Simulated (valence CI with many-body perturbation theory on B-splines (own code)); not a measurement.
Energy levels of Sc

Calculated by valence CI with perturbative core correlation (CI+MBPT): three valence electrons over a frozen Dirac-Fock core [Ar], a basis of 7 s, 7 p, 8 d, 6 f, 4 g, 1 h functions for each j, with the one-electron correlation potential Σ1 (screened to all orders), the two-electron term Σ2, the three-electron term Σ3, Breit, model QED; selected single and double excitations, second order for the rest, scaled by the run's own slope (own B-spline code, finite nucleus).

Against 36 measured levels this calculation errs by 313 cm⁻¹ on average and by 843 at most. These come from a selection out of the NIST Handbook of Basic Atomic Spectroscopic Data. Levels without a partner in it may be off by more, other configurations by 1,000 to 4,000 cm⁻¹.

Levels 91 to 135 of 183, with energies above the lowest level, 3d 4s2 2D_3/2. "Leading %" is the weight of the configuration and term that name the level; weights of strongly mixed levels are sums over their largest components and can fall short. Lifetimes count E1, E2, E3, M1 and M2 decay at the calculated energies, and are blank where another channel may lead or the interval is too uncertain; long ones can be off by a factor of two.

| No. | Configuration | Term | J | E (cm⁻¹) | Leading % | Lifetime | Second component |
| --- | --- | --- | --- | --- | --- | --- | --- |
| 91 | 3d2 4p | 2P° | 1/2 | 36802 | 77 | 9.56 ns | 5 % 3d 4s 5p 2P° |
| 92 | 3d2 4p | 4S° | 3/2 | 36848 | 75 | 10.8 ns | 13 % 3d2 4p 2P° |
| 93 | 3d2 4p | 4P° | 1/2 | 37337 | 82 | 11.5 ns | 7 % 3d 4s 5p 4P° |
| 94 | 3d2 4p | 4P° | 3/2 | 37367 | 82 | 11.4 ns | 7 % 3d 4s 5p 4P° |
| 95 | 3d2 4p | 4P° | 5/2 | 37423 | 82 | 11.4 ns | 7 % 3d 4s 5p 4P° |
| 96 | 3d 4s 5s | 2D | 3/2 | 37555 | 79 | 17.7 ns | 7 % 3d2 5s 2D |
| 97 | 3d 4s 5s | 2D | 5/2 | 37625 | 79 | 18.8 ns | 7 % 3d2 5s 2D |
| 98 | 3d3 | 2H | 9/2 | 37794 | 47 | 469 ns | 27 % 3d2 4d 2H |
| 99 | 3d3 | 2H | 11/2 | 37854 | 47 | 482 ns | 27 % 3d2 4d 2H |
| 100 | 3d2 4p | 2H° | 9/2 | 38543 | 84 | 22.0 ns |  |
| 101 | 3d 4s 4d | 2F | 5/2 | 38581 | 61 | 23.8 ns | 15 % 3d2 5s 2F |
| 102 | 3d2 4p | 2H° | 11/2 | 38637 | 88 | 22.0 ns |  |
| 103 | 3d 4s 4d | 2F | 7/2 | 38674 | 62 | 22.7 ns | 14 % 3d2 5s 2F |
| 104 | 3d2 4p | 2G° | 7/2 | 38723 | 88 | 14.4 ns |  |
| 105 | 3d2 4p | 2G° | 9/2 | 38755 | 85 | 14.5 ns |  |
| 106 | 3d 4s 4d | 4D | 1/2 | 39527 | 87 | 7.15 ns |  |
| 107 | 3d 4s 4d | 4D | 3/2 | 39547 | 88 | 7.14 ns |  |
| 108 | 3d 4s 4d | 4D | 5/2 | 39581 | 88 | 7.14 ns |  |
| 109 | 3d 4s 4d | 4D | 7/2 | 39625 | 88 | 7.17 ns |  |
| 110 | 3d 4s 4d | 4G | 5/2 | 39698 | 89 | 6.96 ns |  |
| 111 | 3d 4s 4d | 4G | 7/2 | 39740 | 89 | 6.97 ns |  |
| 112 | 3d 4s 5p | 4F° | 3/2 | 39776 | 89 | 96.6 ns |  |
| 113 | 3d 4s 5p | 2F° | 5/2 | 39778 | 49 | 32.8 ns | 21 % 3d2 4p 2F° |
| 114 | 3d 4s 4d | 4G | 9/2 | 39796 | 89 | 6.98 ns |  |
| 115 | 3d 4s 5p | 2F° | 7/2 | 39816 | 51 | 30.6 ns | 23 % 3d2 4p 2F° |
| 116 | 3d 4s 5p | 4F° | 5/2 | 39833 | 69 | 60.1 ns | 13 % 3d 4s 5p 2F° |
| 117 | 3d 4s 5p | 4D° | 1/2 | 39845 | 90 | 69.8 ns |  |
| 118 | 3d 4s 4d | 4G | 11/2 | 39867 | 90 | 6.99 ns |  |
| 119 | 3d 4s 5p | 4D° | 3/2 | 39870 | 82 | 58.7 ns |  |
| 120 | 3d3 | 2F | 5/2 | 39889 | 22 | 15.7 ns | 18 % 3d2 5s 2F |
| 121 | 3d 4s 4d | 2P | 3/2 | 39895 | 68 | 15.3 ns | 8 % 3d 4s 4d 2D |
| 122 | 3d 4s 5p | 4F° | 7/2 | 39901 | 76 | 67.6 ns | 10 % 3d 4s 5p 2F° |
| 123 | 3d 4s 4d | 2P | 1/2 | 39904 | 79 | 14.5 ns |  |
| 124 | 3d3 | 2F | 7/2 | 39904 | 22 | 15.9 ns | 17 % 3d2 5s 2F |
| 125 | 3d 4s 5p | 4D° | 5/2 | 39908 | 47 | 33.2 ns | 27 % 3d2 4p 2D° |
| 126 | 3d2 4p | 2D° | 3/2 | 39935 | 58 | 21.2 ns | 16 % 3d 4s 5p 2D° |
| 127 | 3d 4s 5p | 4D° | 5/2 | 39952 | 41 | 29.7 ns | 34 % 3d2 4p 2D° |
| 128 | 3d 4s 5p | 4F° | 9/2 | 39975 | 91 | 99.3 ns |  |
| 129 | 3d2 5s | 4F | 3/2 | 40008 | 58 | 11.8 ns | 34 % 3d 4s 4d 4F |
| 130 | 3d 4s 5p | 4D° | 7/2 | 40009 | 87 | 69.0 ns |  |
| 131 | 3d2 5s | 4F | 5/2 | 40053 | 57 | 11.8 ns | 34 % 3d 4s 4d 4F |
| 132 | 3d 4s 4d | 2D | 3/2 | 40071 | 58 | 23.8 ns | 8 % 3d 4s 4d 2P |
| 133 | 3d2 5s | 4F | 7/2 | 40109 | 57 | 11.7 ns | 34 % 3d 4s 4d 4F |
| 134 | 3d 4s 4d | 4S | 3/2 | 40130 | 83 | 8.61 ns | 4 % 3d 4s 4d 2P |
| 135 | 3d 4s 4d | 2D | 5/2 | 40136 | 70 | 31.6 ns | 6 % 3d 4p2 2D |

Names give the largest LS component (configuration and term), which can be under half, so a name can repeat, a term be missing and a line seem to break the LS rules; names also repeat where a configuration has a term twice.

Where two levels of one J and parity lie close, their mixing, g and order are uncertain.
